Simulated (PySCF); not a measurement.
**Fine-structure interval of Rh¹⁴⁺ by level of theory**

Rh¹⁴⁺ [Ar] 3d10 4s2 4p1 [4p1/2^1, M_J = 1/2] → Rh¹⁴⁺ [Ar] 3d10 4s2 4p1 [4p3/2^1, M_J = 3/2], as a difference of total energies. All numbers are calculated (PySCF 2.14, the two-component X2C-1e Hamiltonian, in an even-tempered Gaussian basis (18 s from 0.66 bohr⁻², ratio 2.8; 14 p from 0.86 bohr⁻², ratio 2.8; 9 d from 1.5 bohr⁻², ratio 2.8; 4 f from 4.7 bohr⁻², ratio 3)). Correlated levels: [Ne] frozen; the 92 highest virtual spinors dropped. "Screened" scales the spin-orbit matrix elements by Boettger's factors to mimic the two-electron term; Breit and QED terms are absent.

```csv
method,fine-structure interval (cm⁻¹)
GHF (screened spin-orbit),48962
GMP2 (screened spin-orbit),47656
GHF (bare spin-orbit),51262
```
